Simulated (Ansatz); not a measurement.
`BBCC` + `[OH][AlH2]` → `BB[O][AlH2]` + `CC` at 400 K and 1 bar (ligand exchange at a B–C bond).

Calculated with Ansatz (gas phase, PBE0-D4/def2-TZVP geometries, no zero-point term in ΔE). CCSD(T)/CBS adds triple-zeta CCSD(T) − MP2 to the extrapolated MP2 energy (def2 sets, frozen cores). This one scheme is used for every species. One conformer a species, not always the lowest.

```tsv
species	CCSD(T)/CBS energy (Eh)	H − E (kJ/mol)	S (J/(mol·K))
`BBCC`	-130.45894	283.6	356.7
`[OH][AlH2]`	-319.03157	88.7	271.1
`BB[O][AlH2]`	-369.81813	163.1	369.0
`CC`	-79.71954	213.5	244.3
```

H − E and S are ideal-gas, rigid-rotor, harmonic terms from PBE0-D4/def2-TZVP, for one conformer and one mirror image of each species. 1 Eh = 2625.50 kJ/mol, R = 8.31446 J/(mol·K).

By hand: ΔE, ΔH, ΔS and ΔG.

ΔE = (-369.81813) + (-79.71954) − (-130.45894) − (-319.03157) = -0.04716 Eh = -123.8 kJ/mol. Δ(H − E) = 163.1 + 213.5 − 283.6 − 88.7 = 4.3, so ΔH = -119.5 kJ/mol. ΔS = 369.0 + 244.3 − 356.7 − 271.1 = -14.5 J/(mol·K). ΔG = -119.5 − 400 × (-14.5)/1000 = -113.7 kJ/mol.

By hand: the equilibrium constant, and the temperature at which ΔG would vanish if ΔH and ΔS stayed fixed.

log₁₀ K = −ΔG/(RT ln 10) = 14.8. ΔG = 0 at ΔH/ΔS = 8241 K, far beyond where these terms or the molecules hold.

The number of gas molecules stays the same, so ΔS is small and ΔH decides. A doubt of 5 kJ/mol in ΔE shifts log₁₀ K by 0.7 here. Other conformers and mirror images would add mixing entropy, several J/(mol·K) or more a flexible species. Modes under 60 cm⁻¹, often nearly free rotors, make the harmonic entropy too high. These are equilibria of isolated gas molecules and say nothing of rates. Largest T1 diagnostic: 0.014 (customary marks: 0.02 for closed shells, 0.045 for open ones).
